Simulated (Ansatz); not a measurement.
Basis-set series for C2H5ClOSi, SMILES `OC1(Cl)C[SiH2]1`. Total charge 0; spin multiplicity 1. All single points use the PBE0-D4/def2-TZVP geometry. It is one conformer, not always the lowest.

```
functional       basis  functions  energy (Eh)  HOMO (eV)  LUMO (eV)
   PBE0-D4    def2-SVP        103   -903.29186      -7.01       0.11
   PBE0-D4  def2-QZVPP        461   -903.76397      -7.18      -0.48
   ωB97M-V    def2-SVP        103   -903.62304      -9.14       2.05
   ωB97M-V  def2-QZVPP        461   -904.09809      -9.34       1.02
```

Q: Give the rows for def2-TZVPP. (An estimate is asked.)

A: The calculation gave: 
```json
{"functional": "PBE0-D4", "basis": "def2-TZVPP", "functions": "247", "energy (Eh)": "-903.73187", "HOMO (eV)": "-7.14", "LUMO (eV)": "-0.35"}
{"functional": "ωB97M-V", "basis": "def2-TZVPP", "functions": "247", "energy (Eh)": "-904.06767", "HOMO (eV)": "-9.30", "LUMO (eV)": "1.36"}
```

Positive LUMOs are unbound and depend on the basis.

Results of the Gaussian-basis code of Ansatz.
